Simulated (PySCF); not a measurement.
Hf(Cl)4 cation (Cl₄Hf), SMILES [Cl][Hf]([Cl])([Cl])[Cl] (connectivity only; charge and spin as stated), charge +1, multiplicity 2.

Geometry: B3LYP-D3(BJ)/def2-SVP. The multiplicity is an assumed one; no other spin state was optimised. The isomer is the one that the SMILES or the coordinates give; other isomers of the formula were not compared. The def2 effective core potentials stand for the cores of Hf; spin–orbit coupling is left out.

Level of theory: PySCF with M06-2X/def2-TZVP.

```
Quantity                                                               Value
------------------------------------------------  --------------------------
total energy                                             -1888.61568 hartree
α spin, highest occupied and lowest empty level          -16.20 and -6.69 eV
β spin, highest occupied and lowest empty level         -15.56 and -13.06 eV
dipole moment about the centre of nuclear charge                      1.04 D
mean static polarisability                           768.0 bohr³ (113.80 Å³)
polarisability, principal values                  157.2, 648.8, 1497.9 bohr³
⟨S²⟩                                                 0.769 (pure state 0.75)
```
